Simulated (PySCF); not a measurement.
**Electron correlation in O(2+) (oxygen, charge +2)**

[He] 2s1 2p2 3d1, one real determinant (an excited configuration). All numbers are calculated (PySCF 2.14, no relativity, point nucleus, in dyall-acv3z (15s9p4d2f, 76 functions)). Frozen: nothing; 6 electrons correlated; the 5 highest virtual orbitals of each spin left out.

```csv
level,correlation energy (mhartree)
CCSD,-82.81
(T),-3.03
CCSD(T),-85.84
```

Diagnostics: T1 = 0.0087, D1 = 0.0297, largest double amplitude 0.257.

Task: Is a single reference adequate?

Result: Not fully. The real determinant used has ⟨L²⟩ near 8 against 12 for a pure F term, so it mixes terms. The outer electron is Rydberg-like, and this basis confines it to a smaller radius and binds it less than a complete one would. A double-excitation amplitude exceeds 0.15, a sign of near-degeneracy.

The reference is one real determinant that mixes LS terms of this configuration.
